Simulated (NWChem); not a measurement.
Everything below was run with NWChem. System: C₂HBr₂F, charge 0, spin multiplicity 1, at a geometry optimised with B3LYP/def2-SVP. The structure started from a generated list of species. Level: RHF/def2-TZVP.

Part of the output:

```
             Northwest Computational Chemistry Package (NWChem) 7.3.0
             --------------------------------------------------------

                                NWChem Input Module
                                -------------------

 Scaling coordinates for geometry "geometry" by  1.889725989
 (inverse scale =  0.529177249)

 Turning off AUTOSYM since
 SYMMETRY directive was detected!

                             Geometry "geometry" -> ""
                             -------------------------

 Output coordinates in angstroms (scale by  1.889725989 to convert to a.u.)

  No.       Tag          Charge          X              Y              Z
 ---- ---------------- ---------- -------------- -------------- --------------
    1 F                    9.0000     2.53421800    -0.89289800     0.00000000
    2 C                    6.0000     1.76016500     0.18660600     0.00000000
    3 C                    6.0000     0.42420200     0.11161200     0.00000000
    4 Br                  35.0000    -0.47567300    -1.54486900     0.00000000
    5 Br                  35.0000    -0.61639600     1.69099700     0.00000000
    6 H                    1.0000     2.30825100     1.13228700     0.00000000

 Effective nuclear repulsion energy (a.u.)     557.4030969661

            Nuclear Dipole moment (a.u.)
            ----------------------------
        X                 Y               Z
 ---------------- ---------------- ----------------
    -0.0000000000    -0.0000132281     0.0000000000

      Symmetry information
      --------------------

 Group name             Cs
 Group number              2
 Group order               2
 No. of unique centers     6

      Symmetry unique atoms

     1    2    3    4    5    6


 Summary of "ao basis" -> "" (spherical)
 ------------------------------------------------------------------------------
       Tag                 Description            Shells   Functions and Types
 ---------------- ------------------------------  ------  ---------------------
 *                         def2-tzvp                  on all atoms

 Summary of "ao basis" -> "ao basis" (spherical)
 ------------------------------------------------------------------------------
       Tag                 Description            Shells   Functions and Types
 ---------------- ------------------------------  ------  ---------------------
 F                         def2-tzvp                11       31   5s3p2d1f
[...]
   152      0.180557  5 Br py               107     -0.159842  4 Br py

 Vector   46  Occ=2.000000D+00  E=-3.660020D-01  Symmetry=a"
              MO Center=  4.3D-01,  8.3D-02,  4.1D-15, r^2= 3.7D+00
   Bfn.  Coefficient  Atom+Function         Bfn.  Coefficient  Atom+Function
  ----- ------------  ---------------      ----- ------------  ---------------
   159      0.269628  5 Br pz               111      0.267364  4 Br pz
    42     -0.235445  2 C  pz                39     -0.230217  2 C  pz
    73     -0.216800  3 C  pz                70     -0.213363  3 C  pz
   114      0.201062  4 Br pz               162      0.193253  5 Br pz
   105     -0.173595  4 Br pz               153     -0.172737  5 Br pz

 Vector   47  Occ=0.000000D+00  E= 1.042254D-01  Symmetry=a'
              MO Center= -5.4D-01,  2.0D-01,  2.5D-14, r^2= 5.7D+00
   Bfn.  Coefficient  Atom+Function         Bfn.  Coefficient  Atom+Function
  ----- ------------  ---------------      ----- ------------  ---------------
    67      1.291575  3 C  s                161      0.653840  5 Br py
   113     -0.628690  4 Br py                66      0.616126  3 C  s
   147     -0.556770  5 Br s                 99     -0.530837  4 Br s
    36     -0.320083  2 C  s                160     -0.308861  5 Br px
    74     -0.250555  3 C  px               112     -0.213884  4 Br px

 Vector   48  Occ=0.000000D+00  E= 1.179543D-01  Symmetry=a"
              MO Center=  1.1D+00,  2.0D-01, -1.4D-12, r^2= 3.5D+00
   Bfn.  Coefficient  Atom+Function         Bfn.  Coefficient  Atom+Function
  ----- ------------  ---------------      ----- ------------  ---------------
    45      0.851819  2 C  pz                76     -0.811230  3 C  pz
   162      0.293462  5 Br pz                39      0.273555  2 C  pz
   114      0.266529  4 Br pz                70     -0.259824  3 C  pz
    73     -0.259715  3 C  pz                42      0.249456  2 C  pz
    14     -0.223311  1 F  pz

 Vector   49  Occ=0.000000D+00  E= 1.369909D-01  Symmetry=a'
              MO Center=  7.4D-01,  3.1D-01,  1.1D-12, r^2= 7.5D+00
   Bfn.  Coefficient  Atom+Function         Bfn.  Coefficient  Atom+Function
  ----- ------------  ---------------      ----- ------------  ---------------
   192      1.750021  6 H  s                 36     -1.199310  2 C  s
    44     -0.962044  2 C  py                67      0.723236  3 C  s
    99     -0.548869  4 Br s                113     -0.515074  4 Br py
     5     -0.481807  1 F  s                112     -0.475902  4 Br px
   160      0.352787  5 Br px               161     -0.313114  5 Br py

 center of mass
 --------------
 x =  -0.09817201 y =  -0.00524564 z =   0.00000000

 moments of inertia (a.u.)
 ------------------
        1557.890790520837         215.861113304084           0.000000000000
         215.861113304084         766.407150288664           0.000000000000
           0.000000000000           0.000000000000        2324.297940809501

  Mulliken analysis of the total density
  --------------------------------------

    Atom       Charge   Shell Charges
 -----------   ------   -------------------------------------------------------
    1 F    9     9.24   0.77  1.20  0.60  1.01  0.34  2.24  2.27  0.79  0.00  0.02  0.00
    2 C    6     5.84   0.85  1.12  0.51  0.54  0.08  1.17  1.18  0.19  0.04  0.13  0.02
    3 C    6     6.04   0.85  1.12  0.48  0.63  0.07  1.15  1.43  0.12  0.02  0.15  0.01
    4 Br  35    35.01   2.00  2.00  1.16  0.78  1.01  0.96  6.00  5.94  1.24  2.73  1.13  8.99  1.02  0.00  0.05  0.01
    5 Br  35    35.03   2.00  2.00  1.16  0.78  1.01  0.96  6.00  5.94  1.24  2.73  1.14  8.99  1.02  0.00  0.05  0.01
    6 H    1     0.84   0.26  0.47  0.08  0.02

       Multipole analysis of the density wrt the origin
       ------------------------------------------------

     L   x y z        total         open         nuclear
     -   - - -        -----         ----         -------
     0   0 0 0     -0.000000      0.000000     92.000000

     1   1 0 0      0.245803      0.000000     -0.000000
     1   0 1 0      0.480802      0.000000     -0.000013
     1   0 0 1     -0.000000      0.000000      0.000000

     2   2 0 0    -38.686945      0.000000    371.442285
     2   1 1 0      2.753717      0.000000    -93.769924
     2   1 0 1      0.000000      0.000000      0.000000
     2   0 2 0    -38.474761      0.000000    686.909710
     2   0 1 1      0.000000      0.000000      0.000000
     2   0 0 2    -40.307349      0.000000      0.000000

 Task  times  cpu:      108.4s     wall:      108.4s

 Total times  cpu:      108.4s     wall:      108.4s
```

Write an NWChem input that would produce this output.

One answer among several that fit: 
```
start mol
memory heap 200 mb stack 800 mb global 1000 mb
geometry units angstroms nocenter noautoz
  F      2.534218    -0.892898     0.000000
  C      1.760165     0.186606     0.000000
  C      0.424202     0.111612     0.000000
  Br    -0.475673    -1.544869     0.000000
  Br    -0.616396     1.690997     0.000000
  H      2.308251     1.132287     0.000000
  symmetry group Cs
end
basis spherical
  * library def2-tzvp
end
scf
  rhf
  nopen 0
  maxiter 100
  thresh 1e-7
  semidirect memsize 60000000 filesize 0
end
task scf energy
```
